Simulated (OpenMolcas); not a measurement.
## W4+: moving or changing the point charges

W4+ among 8 point charges of -1.2 e arranged as a cube (Oh), 1.8 Å from the ion.

- Program: OpenMolcas 26.06
- Method: CASSCF
- Basis: ANO-RCC-VDZP [7s6p4d2f1g]
- Scalar Hamiltonian: DKH2, point nucleus
- Active space: 2 electrons in 5 orbitals (5d)
- State averaging: 2S+1 = 3 even, 10 roots; 2S+1 = 1 even, 15 roots
- Spin-orbit coupling: state interaction with AMFI integrals over the reference wave functions

Runs around this geometry, states (labels of O, the rotations of Oh). Energies in cm-1 above the lowest state or level, χT in cm3 K/mol; 10Dq and B are least-squares fits to the states below 45000 cm-1, weighted by degeneracy, with a free offset, and given where the rms deviation is under 5 % of |10Dq| (or 100 cm-1) and under 700 cm-1; 10Dq is negative for this site.

| R (Å) | q (e) | Ground state | First state of that spin | 10Dq | B (rms of fit) | First gap with spin-orbit (degeneracies) | χT at 300 K | First state of another spin |
| --- | --- | --- | --- | --- | --- | --- | --- | --- |
| 1.8 | -0.96 | 3A2 | 3T2 11469 | -11962 | 741 (120) | 6908 (3, 2) | 0.198 | 1E 11609 |
| 1.8 | -1.2 | 3A2 | 3T2 14751 | -15489 | 712 (176) | 8493 (3, 2) | 0.314 | 1E 11360 |
| 1.96 | -1.2 | 3A2 | 3T2 9932 | -10398 | 755 (123) | 5931 (3, 2) | 0.143 | 1E 11691 |

Taking |10Dq| as R^-n, n = -ln(10398 / 15489) / ln(1.96 / 1.8) = 4.7 between the shortest and longest distance. The point-charge formula for a cubic d site gives n = 5.

Scaling the charges by -0.96 / -1.2 = 0.80 scales |10Dq| by 11962 / 15489 = 0.77; with fixed orbitals a first-order splitting would follow the charge.

Without dynamic correlation the repulsion within the d shell is too large (B by tens of per cent), so at a given field states of lower spin stand too high. Point charges carry no covalency, so the field is a model and not that of real ligands. No measured value stands beside these numbers.
